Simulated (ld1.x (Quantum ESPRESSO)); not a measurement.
## What one change does to a pseudopotential (carbon (C), RRKJ)

carbon (C), norm-conserving RRKJ (Kleinman–Bylander form), made with ld1.x (Quantum ESPRESSO) 7.5 (PBE, scalar-relativistic). Core [He], reference 2s2 2p2. Waves: 2p (bound): rc 1.60 bohr; 3d channel at -0.2 Ry: rc 1.55 bohr; 2s (bound): rc 1.00 bohr. Local part: the s channel. Core correction: Bessel-smoothed model core inside 0.65 bohr.

Change: core correction Bessel-smoothed model core inside 0.82 bohr.

Cutoffs: the cutoffs (Ry, on a coarse ladder) from which the occupation-weighted sum of valence levels, in a spherical-Bessel basis at the reference potential, stays within 10 and 1 mRy of its value at 400 Ry; they do not see the model core or the augmentation charge, which bear on the density cutoff. Errors are all-electron minus pseudo energies relative to the spin-unpolarised reference configuration.

Task: Predict the effect on cutoff, ghosts and configuration errors.

Result: The potential gets neither clearly harder nor softer (40 Ry and 90 Ry → 40 Ry and 90 Ry); of the 7 tests that both files solve, the error grows in 3 and shrinks in 0 by more than 15 % and 0.3 meV (median size 12.8 → 14.0 meV); neither file shows a bound ghost. A wider model core is smoother and lowers the density cutoff, which this test does not measure.

| quantity | base | changed |
| --- | --- | --- |
| cutoff, loose | 40 Ry | 40 Ry |
| cutoff, tight | 90 Ry | 90 Ry |
| bound ghosts | none | none |
| error for 2s2 2p1, meV [ΔE 10.86 eV] | +13 | +14 |
| error for 2s2 2p0, meV [ΔE 35.02 eV] | +147 | +166 |
| error for 2s1 2p0, meV [ΔE 83.21 eV] | +331 | +410 |
| error for 2s0 2p4, meV [ΔE 16.98 eV] | +15 | +19 |
| error for 2s2 2p1.5, meV [ΔE 3.96 eV] | +1.5 | +1.7 |
| error for 2s1 2p3, meV [ΔE 8.48 eV] | +3.5 | +4.5 |
| error for 2s2 2p2.3, meV [ΔE -1.16 eV] | +0.2 | +0.2 |
| s: phases at 1.76 bohr within 0.05 rad from the reference energy up to (Ry; the scan ends near 5) | to the end of the scan | to the end of the scan |
| p: phases at 1.76 bohr within 0.05 rad from the reference energy up to (Ry; the scan ends near 5) | 4.0 | 4.0 |
| d: phases at 1.76 bohr within 0.05 rad from the reference energy up to (Ry; the scan ends near 5) | to the end of the scan | to the end of the scan |
